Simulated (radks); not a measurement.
Values are calculated unless marked as measured or tabulated.
Effect of the nuclear size on neutral lutetium, [Xe] 4f14 5d1 6s2. Level of theory: Dirac Kohn-Sham, LDA (Slater exchange, Perdew-Wang correlation), spin-unpolarised, spherical densities, finite nucleus; open shells are shared between the two j in proportion to 2j + 1; Fermi nuclear charge, rms radius 5.37 fm (a radial shooting solver on a logarithmic mesh with Libxc functionals). The rms radius is varied about that value; shifts are against it.

rms radius (fm)  total energy shift (eV)  density at nucleus (e/bohr^3)  1s1/2 shift (meV)  2s1/2 shift (meV)  5p1/2 shift (meV)  6s1/2 shift (meV)  5d5/2 shift (meV)  6p1/2 (empty) shift (meV)
4.441                              -14.1                      1.176e+06              -5770               -790              0.518             -0.360              0.355                      0.157
5.1015                             -4.28                      1.125e+06              -1740               -239              0.157             -0.109              0.107                      0.047
5.37                                   0                      1.107e+06              0.000              0.000              0.000              0.000              0.000                      0.000
5.6331                              4.34                       1.09e+06               1770                242             -0.159              0.110             -0.109                     -0.048
6.6803                              23.0                      1.033e+06               9360               1280             -0.840              0.584             -0.577                     -0.254

Slopes of the eigenvalues against <r^2> in GHz/fm^2, as finite differences over the two radii next to the reference (eigenvalue slopes, not the field-shift constants of lines): 1s1/2 149000, 2s1/2 20400, 5p1/2 -13.4, 6s1/2 9.28, 5d5/2 -9.17, 6p1/2 (empty) -4.04.
